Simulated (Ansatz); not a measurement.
Consider the ligand exchange at the Si–O bond: `O[SiH](Cl)O[Si](O)(F)F` + `N[SiH](O)F` → `O[Si@H](F)N[Si@H](O)Cl` + `O[Si](O)(F)F`.

Gas-phase electronic energies from Ansatz, PBE0-D4/def2-TZVP geometries. CCSD(T)/CBS is the MP2 limit (def2-TZVPP, def2-QZVPP) plus CCSD(T) − MP2 in def2-TZVPP, frozen cores. This one scheme is used for every species. Functionals use def2-TZVPP. B3LYP here is the variant with VWN-RPA as its local correlation; programs differ in this. Each species was taken in one conformer, which may not be the lowest.

```tsv
level	ΔE (kJ/mol)
B3LYP-D4	53.5
B2PLYP	53.4
HF/CBS(def2)	66.9
MP2/CBS(def2)	50.4
```

(1) What does CCSD(T)/CBS give? (An estimate is asked.)

Largest T1 diagnostic among the species: 0.011.

Results:

(1) Ansatz gave: +51.7 kJ/mol. The listed levels differ from it by 1.8, 1.7, 15.2, -1.3 kJ/mol.

In def2-TZVPP, CCSD(T) changes the Hartree–Fock value by −13.7 kJ/mol (the triples alone add −2.3 kJ/mol) and MP2 by −15.0 kJ/mol.
